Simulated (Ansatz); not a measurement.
Reaction (hydrogenolysis of the Si–O bond): `O[SiH](Cl)Br` + H₂ → `Cl[SiH2]Br` + H₂O

Isolated molecules relaxed with PBE0-D4/def2-TZVP in Ansatz; ΔE leaves out vibrations. CCSD(T)/CBS adds triple-zeta CCSD(T) − MP2 to the extrapolated MP2 energy (def2 sets, frozen cores). This one scheme is used for every species. DFT in def2-TZVPP. B3LYP here is the variant with VWN-RPA as its local correlation; programs differ in this. HSE06 is defined as in plane-wave codes. For Br outer-core shells are correlated without core-valence functions, which leaves a few kJ/mol of doubt a bond. Scalar relativity is left out up to krypton. Each species was taken in one conformer, which may not be the lowest.

`O[SiH](Cl)Br`:

```xyz
6

O     0.234   -1.293   -0.322
Si    0.232    0.264    0.133
Cl   -0.873    0.541    1.827
Br   -0.626    1.551   -1.445
H    -0.593   -1.708   -0.577
H     1.626    0.645    0.384
```

H₂:

```xyz
2

H     0.044    0.295   -0.224
H    -0.044   -0.295    0.224
```

`Cl[SiH2]Br`:

Z-matrix (Å, degrees):
```
Si
Cl 1 2.041
Br 1 2.206 2 110.4
H 1 1.476 2 108.5 3 -118.6
H 1 1.476 2 108.5 3 118.6
```

H₂O:

```xyz
3

O    -0.200   -0.211    0.258
H    -0.273   -0.236   -0.698
H     0.474    0.447    0.440
```

| level | ΔE (kcal/mol) | difference from CCSD(T)/CBS |
| --- | --- | --- |
| LDA (SPW92) | 21.9 | 0.9 |
| PBE-D4 | 20.7 | -0.3 |
| revPBE-D4 | 21.3 | 0.3 |
| BLYP-D4 | 22.4 | 1.4 |
| r2SCAN-D4 | 23.1 | 2.1 |
| PBE0-D4 | 20.3 | -0.7 |
| B3LYP-D4 | 21.9 | 0.9 |
| r2SCANh-D4 | 22.7 | 1.7 |
| r2SCAN0-D4 | 22.2 | 1.2 |
| HSE06-D4 | 20.2 | -0.8 |
| BHLYP-D4 | 21.8 | 0.8 |
| CAM-B3LYP-D4 | 22.0 | 1.0 |
| ωB97X-V | 21.3 | 0.3 |
| ωB97M-V | 22.0 | 1.0 |
| B2PLYP | 21.4 | 0.4 |
| PBE-QIDH | 20.9 | -0.1 |
| PBE | 19.7 | -1.3 |
| revPBE | 18.7 | -2.3 |
| BLYP | 20.2 | -0.8 |
| r2SCAN | 22.9 | 1.9 |
| PBE0 | 19.4 | -1.6 |
| B3LYP | 20.3 | -0.7 |
| r2SCAN0 | 22.0 | 1.0 |
| HSE06 | 19.4 | -1.6 |
| BHLYP | 20.5 | -0.5 |
| CAM-B3LYP | 21.2 | 0.2 |
| LC-ωPBE | 20.1 | -0.9 |
| RPA@PBE/def2-TZVPP | 20.0 | -1.0 |
| HF/def2-SVP | 16.1 | -4.9 |
| MP2/def2-SVP | 20.4 | -0.6 |
| CCSD(T)/def2-SVP | 18.3 | -2.7 |
| HF/def2-TZVPP | 19.3 | -1.7 |
| MP2/def2-TZVPP | 22.6 | 1.6 |
| CCSD/def2-TZVPP | 20.3 | -0.7 |
| CCSD(T)/def2-TZVPP | 21.0 | 0.0 |
| MP2/def2-QZVPP | 22.6 | 1.6 |
| SCS-MP2/def2-QZVPP | 21.7 | 0.7 |
| HF/CBS(def2) | 19.3 | -1.7 |
| MP2/CBS(def2) | 22.6 | 1.6 |
| CCSD/CBS(def2) | 20.3 | -0.7 |
| CCSD(T)/CBS | 21.0 | 0 |

Largest T1 diagnostic among the species: 0.009.

The D4 term adds +1.6 kcal/mol with B3LYP and +0.9 kcal/mol with PBE0; it sums over pairs of atoms, weighted by their polarisabilities, and B3LYP, whose exchange is more repulsive, gets the larger term. Leaving LDA and LC-ωPBE aside and taking each functional with its dispersion term where it has one, the values spread over 2.9 kcal/mol, from HSE06-D4 to r2SCAN-D4. LDA lies +2.2 kcal/mol from PBE without D4. At CCSD(T), def2-SVP lies −2.7 kcal/mol from the extrapolated value and def2-TZVPP +0.0 kcal/mol.
